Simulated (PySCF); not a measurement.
SMILES Bc1ccc(F)cc1 (C₆H₆BF) (GFN2-xTB optimised geometry):

```
14

B     -1.426    -1.908    -0.001
C     -0.619    -0.590     0.000
C     -1.258     0.659     0.000
C     -0.548     1.843     0.000
C      0.834     1.786     0.000
F      1.538     2.936     0.000
C      1.515     0.581     0.000
C      0.783    -0.590     0.000
H     -0.869    -2.936    -0.003
H     -2.594    -1.879     0.000
H     -2.337     0.694     0.001
H     -1.044     2.802     0.000
H      2.594     0.576     0.000
H      1.306    -1.535     0.000
```

Level of theory: CAM-B3LYP/def2-TZVP (PySCF).

**Question.** What are the frontier orbital energies and the dipole moment?

**Answer.** HOMO-2 -10.95 eV, HOMO-1 -9.11 eV, HOMO -8.83 eV, LUMO -0.99 eV, LUMO+1 0.42 eV; dipole moment 0.00 D.

Meta-Löwdin charges at CAM-B3LYP/def2-TZVP: B1 -0.03, C2 -0.11, C3 -0.06, C4 -0.16, C5 0.32, F6 -0.27, C7 -0.16, C8 -0.06, H9 0.01, H10 0.01, H11 0.13, H12 0.13, H13 0.13, H14 0.13.
